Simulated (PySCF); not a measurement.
NMR data simulated for an unnamed compound:

¹H NMR (300 MHz, computed): δ 9.41 (d, 1H), 8.06 (m, 1H), 7.73 (m, 1H), 7.49 (d, 1H), 6.24 (m, 1H), 3.41 (s, 1H).

¹³C{¹H} NMR (computed): δ 160.1 (C), 152.4 (CH), 138.1 (CH), 134.3 (CH), 133.1 (CH2), 121.9 (C), 100.1 (CH), 84.2 (C).

How the numbers were obtained: structure optimised with GFN2-xTB, PBE0/pcSseg-1 with gauge-including orbitals, in PySCF 2.14 (no relativistic terms, a single conformation, no solvent model).

References, each an isolated molecule treated in the same way: ¹H, ¹³C against TMS.

**Question.** Which of these does the molecule contain: a carboxylic acid, an NH or NH2 group, a non-aromatic C=C double bond, a CH3CH2 unit, a heteroaromatic ring, a C≡C triple bond?

**Answer.** 
- A carboxylic acid: no.
- An NH or NH2 group: no.
- A non-aromatic C=C double bond: yes.
- A CH3CH2 unit: no.
- A heteroaromatic ring: yes.
- A C≡C triple bond: yes (δC 100.1, 84.2; δH 3.41 (s)).

The data belong to `c1cc(C#C)c(C=C)nn1`, C8H6N2; they needn't prove each group on their own.

Carbon signals by region: 1 in the far downfield region (above 160 ppm), 6 in the sp2 and nitrile region (100–160 ppm), 1 at 50–100 ppm. Above 160 ppm: 160.1, substituted aromatic carbon next to a ring nitrogen.

Shifts are as computed. Against solution values, carbons near 30 ppm lie about +3 ppm off and those near 130 ppm about +5 ppm. Of 1211 compounds with measured shifts, 218 miss one by over three times the rms of a fit or turn the order of signals round; such compounds aren't used in these exercises. No couplings were computed; multiplicities are counted from neighbouring protons, with m where these are inequivalent, close in shift, in a saturated or five-membered ring or joined by F or P, and br s for small geminal =CH2 splittings.
